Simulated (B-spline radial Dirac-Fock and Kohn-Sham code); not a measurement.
# K-line shifts caused by a second vacancy in Xe⁷⁺

System: the Xe⁷⁺ ion, configuration [Kr] 4d10 5s1.

Level of theory: relaxed Dirac-Fock hole states (ΔSCF) with Breit and QED corrections and a finite nucleus; a radial B-spline solver. Each two-hole energy is an average over J within one jj subconfiguration, not an observable level; in light atoms, where LS coupling holds, the j-resolved values are not observed lines, and for a K spectator the Kα1 hypersatellite is nearly forbidden. Electron correlation is not included.

Lines without a spectator: Kα2 (K-L2) 29457.3 eV, Kα1 (K-L3) 29777.8 eV, Kβ3 (K-M2) 33560.9 eV, Kβ1 (K-M3) 33623.1 eV. Shifts in eV with one spectator hole (a dash: not computed, or left out as unreliable):

| spectator hole | Kα2 | Kα1 | Kβ3 | Kβ1 |
| --- | --- | --- | --- | --- |
| K (1s) | +635.5 | +659.5 | +813.3 | +818.6 |
| L2 (2p1/2) | +72.0 | +91.7 | – | +191.0 |
| L3 (2p3/2) | +67.7 | +68.8 | +165.2 | – |
| M2 (3p1/2) | – | +11.38 | +25.14 | +30.3 |
| M3 (3p3/2) | +8.01 | – | +25.06 | +24.60 |
| M4 (3d3/2) | +1.80 | -1.11 | – | – |
| M5 (3d5/2) | -1.75 | +0.50 | – | – |

With n spectator holes in 2p, averaged over the 2p shell (energies in eV):

```
n     KαLⁿ   step  hypersatellite KαʰLⁿ
0  29670.9      –               30322.4
1  29745.7  +74.8               30398.8
2  29821.9  +76.1               30476.5
3  29899.3  +77.5               30555.6
4  29978.2  +78.8               30636.0
5  30058.4  +80.2               30717.8
```

Run: 63 s of CPU time on 1 thread of Neoverse-N1 (shared host), peak memory 0.45 GiB.
